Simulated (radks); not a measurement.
Species: W III. Configuration: [Xe] 4f14 5d4. All-electron calculation, scalar-relativistic Kohn-Sham, BLYP, spin-polarised, spherical densities, finite nucleus; open shells are filled with parallel spins first (spin-orbit coupling, left out, can overturn this in heavy ions); Fermi nuclear charge, rms radius 5.3658 fm. Program: a radial shooting solver on a logarithmic mesh with Libxc functionals.

Unscreened Slater integrals over Kohn-Sham orbitals (eV). They are taken over the spin-up orbitals.

\begin{tabular}{lr}
integral & value \\ \hline
F0(5d,5d) & 13.187 \\
F2(5d,5d) & 6.7958 \\
F4(5d,5d) & 4.4572 \\
F0(5d,4f) & 17.144 \\
F2(5d,4f) & 3.8142 \\
F4(5d,4f) & 1.7693 \\
G1(5d,4f) & 1.4766 \\
G3(5d,4f) & 1.2672 \\
G5(5d,4f) & 0.98231 \\
F0(5d,5p) & 15.416 \\
F2(5d,5p) & 7.3350 \\
G1(5d,5p) & 8.5846 \\
G3(5d,5p) & 5.2728 \\
F0(5d,5s) & 16.018 \\
G2(5d,5s) & 5.3340 \\
F0(4f,4f) & 41.232 \\
F2(4f,4f) & 19.867 \\
F4(4f,4f) & 12.521 \\
F6(4f,4f) & 9.0244 \\
F0(4f,5p) & 23.963 \\
F2(4f,5p) & 7.6332 \\
G2(4f,5p) & 3.4084 \\
G4(4f,5p) & 2.7342 \\
F0(4f,5s) & 27.159 \\
G3(4f,5s) & 4.3094 \\
F0(5p,5p) & 19.576 \\
F2(5p,5p) & 10.537 \\
F0(5p,5s) & 20.994 \\
G1(5p,5s) & 13.958 \\
F0(5s,5s) & 22.866 \\
\end{tabular}

Derived for the open shells (J is the average intra-shell exchange parameter used in DFT+U). 5d: Racah B = F2/49 - 5 F4/441 = 0.08815 eV, C = 35 F4/441 = 0.3537 eV, C/B = 4.01, F4/F2 = 0.656, J = (F2 + F4)/14 = 0.8038 eV.
